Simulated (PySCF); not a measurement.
Computed shifts of a molecule C4H5FSi, PBE0/pcSseg-1 in PySCF, GIAO, gas phase, atoms alike by connectivity averaged where their shifts nearly agree, in ppm (number of nuclei): ¹³C: 163.2 (1), 114.1 (1), 91.0 (1), 80.6 (1). ¹⁹F: -79.2 (1). ²⁹Si: -83.0 (1). ¹H: 5.81 (1), 4.47 (3), 3.48 (1). References: ¹³C against TMS (σ = 186.3 ppm); ¹⁹F against CFCl3 (σ = 167.2 ppm); ²⁹Si against TMS (σ = 352.7 ppm); ¹H against TMS (σ = 31.56 ppm), references at their B3LYP-D3(BJ)/def2-TZVP geometries, non-relativistic. The structure is a stationary point at B3LYP-D3(BJ)/def2-SVP. The values are those of a single conformer.

**Question.** Pick the molecule that these values belong to.
(A) C#C/C(F)=C/[SiH3]
(B) C=CC#C[SiH2]F
(C) C#CC(=C)[SiH2]F
(D) C#C[SiH2]/C=C/F

**Answer.** A, C#C/C(F)=C/[SiH3]
